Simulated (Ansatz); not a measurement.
Program: Ansatz. Geometries: PBE0-D4/def2-TZVP. ΔE: electronic, gas phase. CCSD(T)/CBS adds triple-zeta CCSD(T) − MP2 to the extrapolated MP2 energy (def2 sets, frozen cores). This one scheme is used for every species. Functionals use def2-TZVPP. B3LYP here is the variant with VWN-RPA as its local correlation; programs differ in this. For Ga outer-core shells are correlated without core-valence functions, which leaves a few kJ/mol of doubt a bond. Scalar relativity is left out up to krypton. One conformer a species, not always the lowest.

Consider the formal exchange of groups at a Ga–C bond: `B/C=[CH]\[GaH][SiH3]` + BH₃ → `[BH2][GaH][SiH3]` + `BC=C`.

`B/C=[CH]\[GaH][SiH3]`:

Z-matrix (Å, degrees):
```
Si
Ga 1 2.412
H 1 1.490 2 112.5
H 1 1.492 2 110.2 3 -119.7
H 1 1.490 2 111.5 3 121.3
C 2 1.987 1 119.0 3 -153.3
H 2 1.573 1 122.3 3 35.7
C 6 1.354 2 113.4 1 92.7
H 6 1.092 2 126.6 1 -87.0
B 8 1.514 6 115.4 2 2.4
H 8 1.090 6 121.1 2 -179.5
H 10 1.193 8 128.6 6 175.9
H 10 1.234 8 116.6 6 -3.5
```

BH₃:

Cartesian coordinates in Å:
```
B 0.000 0.000 0.000
H 0.534 0.576 -0.899
H 0.224 -1.158 0.184
H -0.758 0.582 0.715
```

`[BH2][GaH][SiH3]`:

Cartesian coordinates in Å:
```
B 0.603 -1.498 1.502
Ga -0.256 -0.848 -0.251
Si -0.275 1.490 -0.893
H 1.761 -1.798 1.568
H -0.013 -1.551 2.529
H -0.950 -1.816 -1.285
H 0.431 1.669 -2.194
H 0.376 2.390 0.099
H -1.678 1.961 -1.076
```

`BC=C`:

```xyz
8

B     0.003   -0.345   -1.237
C    -0.480    0.265    0.085
C     0.278    0.189    1.186
H     1.071   -0.888   -1.264
H    -0.653   -0.293   -2.237
H    -1.441    0.769    0.166
H     1.246   -0.304    1.158
H    -0.025    0.606    2.143
```

```
             level  ΔE (kJ/mol)  difference from CCSD(T)/CBS
         r2SCAN-D4          5.2                         -3.8
           PBE0-D4          4.2                         -4.8
          B3LYP-D4          4.7                         -4.3
           ωB97M-V          8.4                         -0.6
               PBE         -5.9                        -14.9
            r2SCAN          3.2                         -5.8
              PBE0         -1.8                        -10.8
             B3LYP         -6.0                        -15.0
     HF/def2-TZVPP         -1.6                        -10.6
    MP2/def2-TZVPP         20.9                         11.9
SCS-MP2/def2-TZVPP         16.8                          7.8
     HF/def2-QZVPP         -1.9                        -10.9
    MP2/def2-QZVPP         18.5                          9.5
SCS-MP2/def2-QZVPP         14.5                          5.5
     MP2/CBS(def2)         17.0                          8.0
    CCSD/CBS(def2)          4.8                         -4.2
       CCSD(T)/CBS          9.0                            0
```

Largest T1 diagnostic among the species: 0.014.

In def2-TZVPP, CCSD(T) changes the Hartree–Fock value by +14.5 kJ/mol (the triples alone add +4.2 kJ/mol) and MP2 by +22.5 kJ/mol. From PBE to PBE0 (25 % exact exchange), in def2-TZVPP and without D4, ΔE moves by +4.1 kJ/mol.
